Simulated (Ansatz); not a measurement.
Mulliken charges of BClH$_{2}$OSi (`ClB1O[SiH2]1`) from r2SCAN/def2-TZVPP in Ansatz (PBE0-D4/def2-TZVP geometry).

| atom | x (Å) | y (Å) | z (Å) | charge (e) |
| --- | --- | --- | --- | --- |
| Cl1 | -0.102 | -2.743 | 0.481 | -0.109 |
| B2 | -0.100 | -1.050 | 0.153 | 0.203 |
| O3 | -1.040 | -0.246 | -0.365 | -0.288 |
| Si4 | 0.342 | 0.776 | -0.032 | 0.302 |
| H5 | 0.900 | 1.383 | -1.262 | -0.054 |
| H6 | 0.041 | 1.816 | 0.979 | -0.054 |

Task: By hand: the dipole of these point charges (1 e Å = 4.8032 D).

Result: Σ q r = (0.343, 0.218, 0.089) e Å, of length 0.416 e Å = 2.00 D.

Task: How does the dipole of the full density compare? (Best estimate.)

Result: Ansatz gave: (0.207, 0.249, 0.031) e Å, 1.56 D; the point charges give 1.28 times that, at 19° from its direction.

Point charges leave out the atoms' own dipoles, such as those of lone pairs, and Mulliken's split depends on the basis, so the two needn't agree.
